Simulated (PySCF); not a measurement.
Simulated Si 2p region for SiMeBr3, `Br[Si](Br)(C)Br`, binding energy against the vacuum level.

Every computed line was given a Gaussian of 0.4 eV full width at half maximum and an area set by the number of equivalent atoms (split 2:1 within a doublet); the highest printed point is 100. Method: PySCF, delta-SCF UKS SCAN, pcX-2 on the ionised atom, pcseg-1 elsewhere, spin-free X2C.

| binding energy (eV) | intensity |
| --- | --- |
| 108.3 | 0 |
| 108.4 | 1 |
| 108.5 | 6 |
| 108.6 | 22 |
| 108.7 | 51 |
| 108.8 | 85 |
| 108.9 | 100 |
| 109.0 | 84 |
| 109.1 | 51 |
| 109.2 | 28 |
| 109.3 | 27 |
| 109.4 | 39 |
| 109.5 | 50 |
| 109.6 | 45 |
| 109.7 | 29 |
| 109.8 | 14 |
| 109.9 | 4 |
| 110.0 | 1 |
| 110.1 | 0 |

Task: How many maxima does the curve show, and how many computed lines lie under it?

Result: The curve has 2 maxima (at 108.9 and 109.5 eV). Under it lie 2 lines from 1 inequivalent silicon site, drawn as a 2p3/2, 2p1/2 pair.

Task: Decompose the envelope and assign each component. Bonds: Si1–C2, Si1–Br6, Si1–Br7, Si1–Br8. Hydrogens: H3, H4, H5 on C2.

Result: 
| position (eV) | relative area | line | atoms | environment |
| --- | --- | --- | --- | --- |
| 108.90 | 0.67 | Si 2p3/2 | Si1 | silicon bonded to 3 Br and C |
| 109.53 | 0.33 | Si 2p1/2 | Si1 | silicon bonded to 3 Br and C |

Task: What are the centre and the root-mean-square width of the whole band?

Result: The area-weighted mean of the lines is 109.11 eV. Their own spread about it is 0.30 eV (rms) and each Gaussian has σ = 0.4/2.355 = 0.17 eV; the variances add, which gives 0.34 eV.

Shake-up satellites, vibrational structure and lifetime widths aren't simulated. The 2p values add to the ΔSCF energy of one spin-free hole a correction within the shell (spin–orbit coupling, ligand field). 2p1/2 minus 2p3/2 (ligand field included): Si 0.63 eV. Isolated species at its PBE0-D3(BJ)/def2-SVP geometry, gas phase.

On one thread of an Intel Xeon at 2.50 GHz, shared host with 64 logical CPUs at a one-minute load of 63, this took 38 s of wall time and 0.56 GiB of memory at its peak.
